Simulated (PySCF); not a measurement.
# In⁺ (indium, charge +1) across methods

[Kr] 4d9 5s2 5p1, one real determinant (an excited configuration). All numbers are calculated (PySCF 2.14, scalar relativity through the core potential, in aug-cc-pVTZ-PP with ECP28MDF (6s5p4d2f, 55 functions)).

```
method  E (hartree)  mean ε 5s α (eV)  mean ε 5s β (eV)  mean ε 5p α (eV)  Σ⟨r²⟩ (bohr²)   ⟨S²⟩
  PBE0    -189.2109           -18.927           -17.677           -11.740          43.59  2.003
   LDA    -188.8851           -18.089           -17.263           -10.788          43.52  2.001
   UHF   -188.34467           -21.546           -19.123           -14.171          44.32  2.011
   M06    -189.2437           -18.850           -18.229           -11.372          43.62  2.001
   PBE    -189.2152           -17.771           -16.844           -10.732          43.60  2.002
revPBE    -189.2705           -17.686           -16.714           -10.711          43.61  2.003
r2SCAN    -189.2734           -18.081           -17.000           -11.054          43.43  2.005
 B3LYP    -189.2824           -18.739           -17.738           -11.467          43.67  2.002
```

**Question.** Estimate the same row for r2SCANh.

**Answer.** E (hartree) = -189.2603; mean ε 5s α (eV) = -18.521; mean ε 5s β (eV) = -17.336; mean ε 5p α (eV) = -11.419; Σ⟨r²⟩ (bohr²) = 43.45; ⟨S²⟩ = 2.005.

⟨L²⟩ = 8.01 against 12 for a pure F term, so this real determinant mixes terms. Energies and moments cover only the electrons outside the core potential.
